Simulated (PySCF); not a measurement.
C4H6ClF, SMILES C(/C(=C\F)Cl)C. The structure is a stationary point at PBE-D3(BJ)/def2-SVP. The structure was generated by enumeration; whether it is a known compound was not checked. The values are those of a single conformer.

Computed equilibrium geometry at PBE-D3(BJ)/def2-SVP (PySCF confirms it by a frequency run) as a Z-matrix (one conformer of several):
```
C
H 1 1.1090
H 1 1.1123 2 106.82
C 1 1.4996 2 107.26 3 116.00
C 4 1.3477 1 125.68 2 6.90
F 5 1.3462 4 121.21 1 -0.74
H 5 1.1009 6 114.00 4 179.54
C 1 1.5342 2 110.63 3 -119.29
H 8 1.1079 1 110.75 2 60.99
H 8 1.1082 9 108.08 1 -121.54
H 8 1.1084 9 108.19 10 -116.51
Cl 4 1.7521 5 117.53 7 0.70
```
Charge 0, spin multiplicity 1.
